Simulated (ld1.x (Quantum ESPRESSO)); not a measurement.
# What one change does to a pseudopotential (thallium (Tl), ultrasoft)

ld1.x (Quantum ESPRESSO) 7.5 input, shortened:

```
&input
   title='Tl', zed=81., rel=2, dft='PW91', iswitch=3,
   config='[Xe] 4f14 5d10 6s1 6p2 6d-2', rel_dist='average'
 /
 &inputp
   pseudotype=3, tm=.true., lloc=-2, rcloc=1.95,
   nlcc=.true., rcore=1.95,
   which_augfun='PSQ', rmatch_augfun_nc=.true.
 /
6
6S  1  0   1.00   0.00  1.90  2.10  0.0
6S  1  0   0.00  -0.05  1.90  2.10  0.0
6P  2  1   2.00   0.00  2.10  2.45  0.0
6P  2  1   0.00   0.60  2.10  2.45  0.0
6D  3  2  -2.00   0.30  1.85  2.10  0.0
6D  3  2  -2.00   1.40  1.85  2.10  0.0
 &test
   configts(1)='6s1 6p2'
 /
```

Open shells are filled in proportion to 2j + 1 (rel_dist='average').

Change: core correction a·sin(br)/r model core inside 2.48 bohr.

Cutoffs: the cutoffs (Ry, on a coarse ladder) from which the occupation-weighted sum of valence levels, in a spherical-Bessel basis at the reference potential, stays within 10 and 1 mRy of its value at 400 Ry; they do not see the model core or the augmentation charge, which bear on the density cutoff. Errors are all-electron minus pseudo energies relative to the spin-unpolarised reference configuration.

Task: How do hardness, ghosts and transferability respond?

Result: Both files are so soft that the ladder of cutoffs tells neither apart; both files keep a bound ghost (d); of the 7 tests that both files solve, the error grows in 1 and shrinks in 4 by more than 15 % and 0.3 meV (median size 40.4 → 27.4 meV). A wider model core is smoother and lowers the density cutoff, which this test does not measure.

| quantity | base | changed |
| --- | --- | --- |
| cutoff, loose | 8 Ry | 8 Ry |
| cutoff, tight | 10 Ry | 10 Ry |
| bound ghosts | d3/2, d5/2 | d3/2, d5/2 |
| error for 6s2 6p1, meV [ΔE -7.32 eV] | -44 | -27 |
| error for 6s2 6p0, meV [ΔE -1.99 eV] | -8.5 | +11 |
| error for 6s1 6p0, meV [ΔE 18.89 eV] | -203 | -190 |
| error for 6s2 6p0.5, meV [ΔE -5.40 eV] | -23 | -5.1 |
| error for 6s1 6p1, meV [ΔE 6.19 eV] | -28 | -28 |
| error for 6s2 6p1.3, meV [ΔE -7.85 eV] | -53 | -37 |
| error for 6s0 6p3, meV [ΔE 7.70 eV] | -40 | -15 |
| s: phases at 2.65 bohr within 0.05 rad from the reference energy up to (Ry; the scan ends near 5) | 3.4 | 3.4 |
| p1/2: phases at 2.65 bohr within 0.05 rad from the reference energy up to (Ry; the scan ends near 5) | 4.2 | 4.2 |
| p3/2: phases at 2.65 bohr within 0.05 rad from the reference energy up to (Ry; the scan ends near 5) | 3.4 | 3.4 |
| d3/2: phases at 2.65 bohr within 0.05 rad from the reference energy up to (Ry; the scan ends near 5) | to the end of the scan | to the end of the scan |
| d5/2: phases at 2.65 bohr within 0.05 rad from the reference energy up to (Ry; the scan ends near 5) | to the end of the scan | to the end of the scan |
| lowest overlap eigenvalue by channel | s 0.44, p1/2 0.52, p3/2 0.54, d3/2 0.10, d5/2 0.09 | s 0.44, p1/2 0.52, p3/2 0.54, d3/2 0.10, d5/2 0.09 |

 A true bound ghost makes a file unfit for plane-wave use even where its test errors are small: the radial tests pick states by their node count and pass the ghost by.
